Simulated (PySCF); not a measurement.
## Radial density of Mo¹⁹⁺ (molybdenum, charge +19)

UHF, [Ar] 3d5, high-spin 6S determinant. Calculation: PySCF 2.14, in an even-tempered Gaussian basis (17 s from 1.7 bohr⁻², ratio 2.5; 11 p from 2.2 bohr⁻², ratio 2.5; 8 d from 2.2 bohr⁻², ratio 2.5; 4 f from 9.9 bohr⁻², ratio 2.7; 4 g from 15 bohr⁻², ratio 2.7); the non-relativistic Hamiltonian (point nucleus).

| r (bohr) | 4πr²ρ (e/bohr) | 4πr²(ρα − ρβ) |
| --- | --- | --- |
| 0.000644 | 0.2552 | 0.0000 |
| 0.00108 | 0.6958 | 0.0000 |
| 0.00182 | 1.850 | -0.0001 |
| 0.00307 | 4.716 | -0.0002 |
| 0.00516 | 11.20 | -0.0005 |
| 0.00867 | 23.61 | -0.0010 |
| 0.0146 | 40.90 | -0.0016 |
| 0.0245 | 52.03 | -0.0003 |
| 0.0413 | 46.57 | 0.0264 |
| 0.0694 | 49.98 | 0.3327 |
| 0.117 | 63.66 | 2.4966 |
| 0.196 | 37.15 | 9.7164 |
| 0.330 | 39.00 | 14.3112 |
| 0.556 | 15.57 | 4.5081 |
| 0.935 | 0.3796 | 0.1280 |
| 1.57 | 0.0002677 | 0.0001 |

A non-relativistic calculation at this Z misses sizeable relativistic shifts.
